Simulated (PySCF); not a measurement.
Species: B2Br2FH5P2.
Numbering: `[F:1][B@-:2]1([Br:3])[PH2+:4][B@H-:5]([Br:6])[PH2+:7]1` (hydrogens: H8, H9 on P4; H10 on B5; H11, H12 on P7)

Structure used (PBE0-D3(BJ)/def2-SVP), in Å, numbered top down from 1:
```xyz
12
B2Br2FH5P2 angstrom
F     -1.521    1.383   -1.536
B     -0.896    0.749   -0.521
Br    -1.710    0.969    1.292
P      1.095    1.005   -0.292
B      1.295   -0.919    0.146
Br     2.856   -1.865   -0.606
P     -0.464   -1.214   -0.720
H      1.760    1.349   -1.494
H      1.561    1.977    0.623
H      1.134   -1.037    1.341
H     -1.355   -2.168   -0.177
H     -0.333   -1.626   -2.069
```

Linear response at CAM-B3LYP/def2-SVPD (PySCF, frozen core in the response, non-relativistic). Relativistic effects, spin–orbit coupling among them, are left out although an element past zinc is present.

Static isotropic polarisability: 122.79 au (18.20 Å³), principal values 102.3, 118.7, 147.4 au.

What is the polarisability at 1064 nm and at the sodium D line?

124.05 au at 1064 nm (+1.0 %), 127.05 au at 589.3 nm (+3.5 %). The rise at 589.3 nm is 3.37 times that at 1064 nm; a pure ω² law gives 3.26. The lowest singlet lies at 231 nm, shorter than both wavelengths.

What is the isotropic C6 coefficient between two such molecules, C6 = (3/π)∫α(iω)² dω?

5360 au (Eh·bohr⁶) by a ten-point quadrature over imaginary frequencies, which is 3200 eV·Å⁶ or 309 J·nm⁶/mol.

Which effective excitation energy ω̄ makes London's formula C6 = (3/4)α²ω̄ exact here?

ω̄ = 4·C6/(3α²) = 0.474 Eh = 12.9 eV. A one-pole form α(ω) = α/(1 − ω²/ω̄²) fitted to the 1064 nm value gives 11.5 eV.

How many electrons N does the Slater–Kirkwood formula C6 = (3/4)·√N·α^(3/2) need to give this C6?

N = (4·C6/3)²/α³ = 27.6; the species has 124 electrons in all.

How anisotropic is the static polarisability, by Δα² = ½[(α1 − α2)² + (α2 − α3)² + (α3 − α1)²]?

Δα = 39.6 au, or 0.32 of the isotropic value.

What three-body coefficient follows from the one-pole estimate C9 = (3/4)·α·C6?

494000 au. This is an estimate from the two numbers above, not a computed integral.

The lowest 6 singlets have (eV, f): 5.36, 0.003; 5.74, 0.004; 6.12, 0.003; 6.21, 0.016; 6.33, 0.002; 6.53, 0.036. What share of the static polarisability do they carry in the sum over states α = Σ f/ω²?

1.17 au, 1.0 % of α; the largest term, 0.63 au, is that of the state at 6.53 eV. Their oscillator strengths add up to 0.06. Higher states carry the rest.

What molar refraction at the D line follows from R = (4π/3)·N_A·α′, with α′ the polarisability volume?

α′ = 18.83 Å³ gives R = 47.49 cm³/mol, for isolated, non-vibrating species.

Cost: about 2.6 min of CPU time on one thread; the machine was shared, so the figure is rough. This is the whole response run at CAM-B3LYP/def2-SVPD, SCF included.

One conformer stands for the species.
